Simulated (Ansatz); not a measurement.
Calculated with Ansatz (gas phase, PBE0-D4/def2-TZVP geometries, no zero-point term in ΔE). CCSD(T)/CBS is the MP2 limit (def2-TZVPP, def2-QZVPP) plus CCSD(T) − MP2 in def2-TZVPP, frozen cores. This one scheme is used for every species. Functionals use def2-TZVPP. Elements past krypton have def2 core potentials. For I, In outer-core shells are correlated without core-valence functions, which leaves a few kJ/mol of doubt a bond. One conformer a species, not always the lowest.

`[F][In]([F])[I]` + H₂O → `[OH][In]([F])[F]` + HI  (formal hydrolysis of the In–I bond)

`[F][In]([F])[I]`:

```xyz
4

F    -0.629   -1.794   -0.593
In    0.039   -0.098    0.033
F     1.476   -0.312    1.300
I    -0.887    2.204   -0.740
```

H₂O:

```xyz
3

O     0.221    0.021    0.320
H    -0.720    0.194    0.248
H     0.499   -0.215   -0.568
```

`[OH][In]([F])[F]`:

```xyz
5

O    -0.039   -0.175   -1.516
In    0.194   -0.111    0.424
F     1.517   -1.140    1.365
F    -0.921    1.019    1.529
H    -0.750    0.407   -1.802
```

HI:

Z-matrix (Å, degrees):
```
I
H 1 1.610
```

| level | ΔE (kJ/mol) |
| --- | --- |
| B97M-V | 114.6 |
| PBE0-D4 | 129.0 |
| r2SCANh-D4 | 125.7 |
| PBE | 117.1 |
| CAM-B3LYP | 115.3 |
| RPA@PBE/def2-TZVPP | 106.9 |
| HF/def2-SVP | 139.0 |
| MP2/CBS(def2) | 133.0 |

Problem. What does CCSD(T)/CBS give? (Best estimate.)

Solution. The calculation gave: +126.5 kJ/mol. The listed levels differ from it by -11.9, 2.5, -0.8, -9.4, -11.2, -19.6, 12.5, 6.5 kJ/mol.

Problem. What do rigid-rotor, harmonic-oscillator terms from PBE0-D4/def2-TZVP frequencies (298.15 K, 1 bar) make of the CCSD(T)/CBS value? (Best estimate.)

Solution. Computed: ΔZPE = -9.5 kJ/mol, ΔH = +115.8 kJ/mol, ΔS = 2 J/(mol·K), ΔG = +115.3 kJ/mol.

Largest T1 diagnostic among the species: 0.018.

From BLYP to BHLYP (50 % exact exchange), in def2-TZVPP and without D4, ΔE moves by +18.1 kJ/mol. At CCSD(T), def2-SVP lies −8.7 kJ/mol from the extrapolated value and def2-TZVPP −10.3 kJ/mol. In def2-TZVPP, CCSD(T) changes the Hartree–Fock value by −18.7 kJ/mol (the triples alone add −2.3 kJ/mol) and MP2 by −12.2 kJ/mol.
